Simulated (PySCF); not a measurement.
Calculation: PBE-D3(BJ)/def2-TZVP // PBE0-D3(BJ)/def2-SVP in PySCF 2.14.0. All species are isolated molecules in the gas phase. One relaxed conformer stands for a flexible species; it need not be the lowest. Excitations are Tamm–Dancoff values on a coarser integration grid. The basis has no diffuse functions, so Rydberg states are missing or too high.

Reference species (SMILES): `[Sn]([CH2]C)([CH2]C)([CH2]C)[CH2]C` (neutral, multiplicity 1).

```json
{
  "S1 excitation (TDA)": "5.78 eV",
  "HOMO": "-5.87 eV",
  "LUMO": "-0.21 eV"
}
```

Changed species: `[CH2]([Sn]([SiH3])([SiH3])[CH2]C)C` (C–C–Sn–Si torsion 63°, Si–Sn–C–C torsion -56°) (2 of 4 SiH3 replaced by C2H5; the reference has 4 of 4 SiH3 replaced by C2H5).

Problem. Give the shifts of the S1 excitation (TDA), HOMO and LUMO.

Solution. the S1 excitation (TDA) decreases by 0.41 eV, to 5.37 eV; the HOMO falls by 0.36 eV, to -6.23 eV; the LUMO falls by 0.73 eV, to -0.94 eV.
